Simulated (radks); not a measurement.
Values are calculated unless marked as measured or tabulated.
Spin polarisation of the 4p5 shell in Rb2+. Start: [Ar] 3d10 4s2 4p(up 2.5, down 2.5); electrons of 4p are moved from spin down to spin up, other shells keep equal spins. Code: a radial shooting solver on a logarithmic mesh with Libxc functionals. Model: non-relativistic Kohn-Sham, PBEsol, spin-polarised, spherical densities, point nucleus.

\begin{tabular}{lrrrrrr}
moment (Bohr magnetons) & E - E(0) (eV) & e(4p up) (eV) & e(4p down) (eV) & 4s down minus up (eV) & 3d down minus up (eV) & 3p down minus up (eV) \\ \hline
0 & 0.000 & -33.684 & -33.684 & 0.000 & 0.000 & 0.000 \\
0.25 & -0.015 & -33.801 & -33.564 & 0.244 & 0.040 & 0.034 \\
0.5 & -0.059 & -33.913 & -33.439 & 0.488 & 0.080 & 0.068 \\
0.75 & -0.133 & -34.022 & -33.310 & 0.733 & 0.120 & 0.103 \\
1 & -0.237 & -34.128 & -33.177 & 0.979 & 0.160 & 0.137 \\
\end{tabular}

At moment 1 the spin-polarisation energy is -0.237 eV and the 4p exchange splitting 0.951 eV, that is 0.951 eV per Bohr magneton; E = -I m^2/4 would give I = 0.949 eV.
